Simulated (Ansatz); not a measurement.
C₃H₃ClO₂Sn, SMILES `[Cl][Sn-]1[O]C=CC=[O+]1`. Total charge 0; spin multiplicity 1. Sn takes the def2 core potential. Geometry: relaxed with PBE0-D4/def2-TZVP.

```xyz
10

Cl    2.638    0.896   -1.268
Sn    1.424    1.861    0.556
O    -0.455    1.580   -0.480
C    -1.044    0.477   -0.666
C    -0.765   -0.748   -0.071
C     0.198   -0.944    0.912
O     1.009   -0.096    1.381
H    -1.886    0.512   -1.369
H    -1.377   -1.593   -0.352
H     0.259   -1.945    1.357
```

What is the dipole moment at r2SCAN/def2-TZVPP? (An estimate is asked.)

The calculation gave: 3.40 D, with components (-2.90, -0.74, 1.61) D in this frame, pointing from negative to positive charge.

And with PBE, B3LYP, ωB97M-V? (An estimate is asked.)

The calculation gave: PBE 3.26 D, B3LYP 3.43 D, ωB97M-V 3.46 D.

Give the Mulliken charges with r2SCAN, PBE, B3LYP in def2-TZVPP. (Best estimate.)

The calculation gave: 
| atom | r2SCAN | PBE | B3LYP |
| --- | --- | --- | --- |
| Cl1 | -0.45 | -0.42 | -0.45 |
| Sn2 | 0.79 | 0.73 | 0.82 |
| O3 | -0.45 | -0.37 | -0.44 |
| C4 | 0.27 | 0.17 | 0.19 |
| C5 | -0.22 | -0.19 | -0.21 |
| C6 | 0.27 | 0.17 | 0.19 |
| O7 | -0.45 | -0.37 | -0.44 |
| H8 | 0.08 | 0.09 | 0.11 |
| H9 | 0.09 | 0.10 | 0.11 |
| H10 | 0.08 | 0.09 | 0.11 |

B3LYP here is the variant with VWN-RPA as its local correlation; programs differ in this.

Program: Ansatz 0.2.0.
